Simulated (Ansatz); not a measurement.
Gas-phase reaction R1 + R2 → P1, each structure at its B3LYP-D3(BJ)/def2-TZVP stationary point, reached from a drawn start (curvature not checked).
R1: C atom, charge 0, multiplicity 3.
P1: CH2O (SMILES C=O), charge 0, multiplicity 1.
R2, H2O (SMILES O) (charge 0, multiplicity 1):
```xyz
3

O      0.0000     0.0000     0.3896
H      0.0000     0.7650    -0.1949
H      0.0000    -0.7650    -0.1949
```

P less R. No zero-point or thermal terms; singlets are restricted closed shells; open shells are unrestricted; no spin–orbit coupling.

Correlated levels freeze the cores.

Codes used: Ansatz (a first-principles code) with Gaussian orbitals. All values are computed, each at the level named.

Total energies in hartree:

```tsv
structure	PBE/def2-TZVPP	PBE0/def2-TZVPP	CCSD(T)/cc-pVQZ
R1	-37.795970	-37.805373	-37.786540
P1	-114.419843	-114.419315	-114.368898
R2	-76.380147	-76.380766	-76.359711
```

Question: Work out the reaction energy at each level in kcal/mol (1 hartree = 627.50947 kcal/mol), and say how far PBE/def2-TZVPP lies from CCSD(T)/cc-pVQZ.

Answer: 
- PBE/def2-TZVPP: (-114.419843) − (-37.795970) − (-76.380147) = -0.243726 hartree = -152.94 kcal/mol
- PBE0/def2-TZVPP: (-114.419315) − (-37.805373) − (-76.380766) = -0.233176 hartree = -146.32 kcal/mol
- CCSD(T)/cc-pVQZ: (-114.368898) − (-37.786540) − (-76.359711) = -0.222647 hartree = -139.71 kcal/mol
PBE/def2-TZVPP less CCSD(T)/cc-pVQZ: -13.23 kcal/mol. CCSD(T)/cc-pVQZ is the level counted from, the highest shown, and no exact or measured value.
